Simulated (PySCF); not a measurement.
A small calculation by hand: chemical shift, span and skew from a shielding tensor

C₅H₅FSi, SMILES C#C[Si](C)(F)C#C. Atoms are numbered in the order given.

```xyz
12

C     -0.2102    -1.4011     2.4913
C     -0.0807    -0.7200     1.4948
Si     0.0788     0.3297     0.0000
C     -1.1581     1.7079     0.0000
F      1.5810     0.9594     0.0000
C     -0.0807    -0.7200    -1.4948
C     -0.2102    -1.4011    -2.4913
H     -0.3211    -2.0085     3.3744
H     -1.0349     2.3371     0.8952
H     -1.0349     2.3371    -0.8952
H     -2.1807     1.2985     0.0000
H     -0.3211    -2.0085    -3.3744
```
Charge 0, spin multiplicity 1.

Geometry: ωB97X-D3(BJ)/def2-SVP.

GIAO shieldings from HF/pcSseg-1 run with PySCF, non-relativistic, no solvent. The symmetric part of the tensor of F5 has the principal values 348.1, 377.5, 391.7 ppm. The same nucleus in CFCl3 has σ = 238.5 ppm at this level (PySCF, at its B3LYP-D3(BJ)/def2-TZVP geometry).

Q: Work out the isotropic shielding, the ¹⁹F shift against CFCl3, the span and the skew.

A: 
σ(iso) = (σ11 + σ22 + σ33)/3 = 372.4 ppm. δ = σ(ref) − σ(iso) = 238.5 − (372.4) = -133.9 ppm.
Span Ω = σ33 − σ11 = 43.6 ppm. Skew κ = 3(σ(iso) − σ22)/Ω = -0.35. Tumbling in solution averages the tensor to δ; in a static solid the shielding alone would spread this spin-1/2 line over Ω.
